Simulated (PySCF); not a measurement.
**Correlation energy of Cs⁴⁸⁺ (caesium, charge +48)**

Starting occupation: [He] 2s2 2p3, 2p1/2 with m_j = -1/2, +1/2, 2p3/2 with m_j = +3/2. All numbers are calculated (PySCF 2.14, X2C-1e with screened-nucleus spin-orbit coupling, Gaussian nucleus, in an uncontracted even-tempered set (17 s from 27 bohr⁻², ratio 2.4; 12 p from 36 bohr⁻², ratio 2.4; 5 d from 120 bohr⁻², ratio 2.6; 4 f from 180 bohr⁻², ratio 2.6)). Frozen: nothing; 7 electrons correlated; the 26 highest virtual spinors left out.

MP2 pair energies summed by pair of shells (mhartree):

| pair | energy | share (%) |
| --- | --- | --- |
| 2s1/2-2s1/2 | -59.67 | 19.6 |
| 2p1/2-2s1/2 | -49.29 | 16.2 |
| 1s1/2-1s1/2 | -48.53 | 16.0 |
| 2p1/2-2p1/2 | -43.35 | 14.3 |
| 2p3/2-2s1/2 | -31.60 | 10.4 |
| 2p1/2-2p3/2 | -27.52 | 9.1 |
| 1s1/2-2p1/2 | -19.59 | 6.5 |
| 1s1/2-2s1/2 | -15.39 | 5.1 |
| 1s1/2-2p3/2 | -8.83 | 2.9 |

Total MP2 correlation energy: -303.77 mhartree.

At this charge the one-electron X2C treatment keeps the bare 1/r₁₂, with no two-electron picture change or Breit term. That inflates the 1s pair energies well beyond their four-component values.
